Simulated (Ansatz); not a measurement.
The first iterations of a band of C2H8FNOSi (14 atoms, charge 0, multiplicity 1).

These are results of RKS PBE0-D4/cc-pVDZ in Ansatz, not measurements.

* movable images: 5
* climbing image: yes
* spring: 5.0 eV/Å²
* optimiser: quadratic models (default)
* start path: IDPP
* force threshold: 0.05 eV/Å
* iteration limit: 60
* end points: relaxed

First end point:

```xyz
14
Properties=species:S:1:pos:R:3
C -1.079 -1.209 1.427
O 0.168 -0.967 0.808
Si 0.551 0.491 0.056
N 2.185 0.502 -0.520
C -0.582 0.731 -1.447
F -1.917 0.655 -1.033
H -1.055 -2.220 1.861
H -1.912 -1.148 0.707
H -1.277 -0.488 2.243
H 0.384 1.623 1.024
H 2.906 0.589 0.193
H 2.446 -0.253 -1.151
H -0.411 -0.048 -2.213
H -0.419 1.712 -1.926
```

Last end point:

```xyz
14
Properties=species:S:1:pos:R:3
C -1.084 -1.209 1.424
O 0.159 -0.976 0.795
Si 0.550 0.486 0.054
N 2.188 0.499 -0.510
C -0.576 0.736 -1.452
F -1.911 0.655 -1.040
H -1.059 -2.215 1.870
H -1.921 -1.156 0.708
H -1.277 -0.479 2.232
H 0.377 1.612 1.029
H 2.455 -0.250 -1.145
H 2.903 0.582 0.209
H -0.403 -0.036 -2.223
H -0.414 1.721 -1.923
```

| iteration | highest image above the first end (eV) | largest band force component (eV/Å) |
| --- | --- | --- |
| 1 | 0.270 | 1.379 |
| 2 | 0.183 | 0.837 |
| 3 | 0.136 | 0.243 |
| 4 | 0.129 | 0.316 |

**Question.** Does the band converge within its limit, and where does its top end?

**Answer.** The run converged. It ended after 13 iterations with the highest image 0.091 eV above the first end. A vibrational analysis at the climbing image gives one clearly imaginary mode, 142i cm⁻¹: a first-order saddle point.

Time of the run: 3.1 min on 2 threads of AMD EPYC 9R14 (Zen 4), with other jobs on the host, peak memory 0.34 GiB.
